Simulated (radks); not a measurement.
Task: Coherent X-ray form factor from a spherical all-electron density. Calculated with a radial shooting solver on a logarithmic mesh with Libxc functionals: scalar-relativistic Kohn-Sham, BLYP, spin-polarised, spherical densities, point nucleus.

sin(theta)/lambda (1/angstrom),f0 (electrons)
0.05,27.377
0.1,25.837
0.15,23.955
0.2,22.068
0.25,20.274
0.3,18.582
0.4,15.521
0.5,12.960
0.6,10.943
0.8,8.335
1,6.956
1.25,5.938
1.5,5.123
2,3.642

The species is in the configuration that NIST lists as its ground one. Which atom or ion scatters so?

Result: Neutral nickel, [Ar] 3d(up 4.5, down 3.5) 4s2. Extrapolating in s^2 from the first two rows gives f0(0) = 27.9, near the electron count 28; among species with that count, the fall with angle is slower the higher Z, and the table is that of Z = 28; from so few rows the species is fixed only to a neighbour or two.
